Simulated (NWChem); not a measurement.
# C2HF3Si; SMILES C#C[Si](F)(F)F

All runs: NWChem. Structure relaxed at the PBE0/def2-SVP level. Level: PBE0/def2-SVP with SMD (1 M gas to 1 M solution), gas-phase geometry. Reactions with the solvent are ignored.

Task: Order these by “solvation free energy (kcal/mol)”, lowest first: 2-propanol; water; 1,4-dioxane; dimethyl sulfoxide.

Result: 2-propanol (-1.8), dimethyl sulfoxide (-0.7), 1,4-dioxane (0.4), water (1.0)
